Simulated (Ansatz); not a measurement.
Consider the redistribution: `[OH][GeH]([Cl])[Br]` + `C[O][AlH][F]` → `[Cl][GeH2][Br]` + `C[O][Al]([OH])[F]`.

Calculated with Ansatz (gas phase, PBE0-D4/def2-TZVP geometries, no zero-point term in ΔE). CCSD(T)/CBS is the MP2 limit (def2-TZVPP, def2-QZVPP) plus CCSD(T) − MP2 in def2-TZVPP, frozen cores. This one scheme is used for every species. DFT in def2-TZVPP. For Br, Ge outer-core shells are correlated without core-valence functions, which leaves a few kJ/mol of doubt a bond. Scalar relativity is left out up to krypton. One conformer a species, not always the lowest.

CCSD(T)/CBS gives -89.1 kJ/mol.

Another level gave -81.1 kJ/mol. Which?
A. B97M-V/def2-TZVPP
B. LDA (SPW92)/def2-TZVPP
C. r2SCAN/def2-TZVPP
D. BHLYP/def2-TZVPP

B. LDA (SPW92) -81.1, r2SCAN -86.6, B97M-V -76.9, BHLYP -91.2 kJ/mol.

What do rigid-rotor, harmonic-oscillator terms from PBE0-D4/def2-TZVP frequencies (298.15 K, 1 bar) make of the CCSD(T)/CBS value? (Estimate.)

The calculation gave: ΔZPE = +2.9 kJ/mol, ΔH = -86.9 kJ/mol, ΔS = -1 J/(mol·K), ΔG = -86.6 kJ/mol.

Largest T1 diagnostic among the species: 0.013.

Leaving LDA and LC-ωPBE aside and taking each functional with its dispersion term where it has one, the values, not all of them listed here, spread over 12.8 kJ/mol, from BHLYP-D4 to B97M-V. At CCSD(T), def2-SVP lies +8.7 kJ/mol from the extrapolated value and def2-TZVPP +3.0 kJ/mol. From BLYP to BHLYP (50 % exact exchange), in def2-TZVPP and without D4, ΔE moves by −7.3 kJ/mol.

CCSD(T)/CBS has its own doubt, a few kJ/mol and more with outer-core shells, so smaller differences from it don't rank the levels.
